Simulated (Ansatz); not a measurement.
Ansatz results at the PBE0-D4/def2-TZVP geometry: HOMO energy (B3LYP/def2-TZVPP) -7.55 eV; HOMO energy (PBE/def2-TZVPP) -6.27 eV; LUMO energy (PBE/def2-TZVPP) -0.56 eV.

Each molecule was computed in one conformer, which needn't be the lowest.

Task: Which molecule gave them?
A. `[CH3][Hf]([CH3])([NH2])[F]`
B. `[NH2][Hf]([NH2])([NH2])[F]`
C. `CC[O][Hf]([F])([O]CC)[O]CC`
D. `[OH][Hf]([SH])([SH])[SH]`

Result: C. The others give `[OH][Hf]([SH])([SH])[SH]`: -7.26, -6.34, -2.32; `[NH2][Hf]([NH2])([NH2])[F]`: -6.83, -5.67, -0.72; `[CH3][Hf]([CH3])([NH2])[F]`: -7.08, -5.97, -1.44.

B3LYP here is the variant with VWN-RPA as its local correlation; programs differ in this.
